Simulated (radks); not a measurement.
Values are calculated unless marked as measured or tabulated.
Task: All-electron atom: Ge I in [Ar] 3d9 4s2 4p2 5p1 (not the ground configuration). Level of theory: scalar-relativistic Kohn-Sham, B86b exchange with PBE correlation, spin-polarised, spherical densities, finite nucleus; open shells are filled with parallel spins first; Fermi nuclear charge, rms radius 4.0742 fm (a radial shooting solver on a logarithmic mesh with Libxc functionals). Some entries of the table are withheld. Estimate them.

orbital,occ.,eigenvalue (eV),<r^2> (bohr^2),r(max) (bohr)
1s up,1,-10980.49,0.002973,0.03073
1s down,1,-10980.39,0.002973,0.03073
2s up,1,-1390.941,0.05204,0.1760
2s down,1,-1390.074,0.05200,0.1760
2p up,3,-1217.648,0.04137,0.1412
2p down,3,-1216.948,0.04133,0.1412
3s up,1,-185.5721,0.4419,0.5406
3s down,1,-184.0476,0.4426,0.5409
3p up,3,-132.4495,(1),0.5405
3p down,3,-130.9282,(2),0.5409
3d up,5,-45.5209,0.6209,(3)
3d down,4,-43.9403,0.6209,(4)
4s up,1,-19.8210,4.215,1.647
4s down,1,-17.7730,4.243,1.633
4p up,2,-10.2695,6.371,1.947
4p down,0,-8.2678,6.740,1.947
5p up,1,-1.3672,74.82,(5)

Result: 
(1) 3p up <r^2> (bohr^2): 0.4801
(2) 3p down <r^2> (bohr^2): 0.4809
(3) 3d up r(max) (bohr): 0.4964
(4) 3d down r(max) (bohr): 0.4975
(5) 5p up r(max) (bohr): 7.402
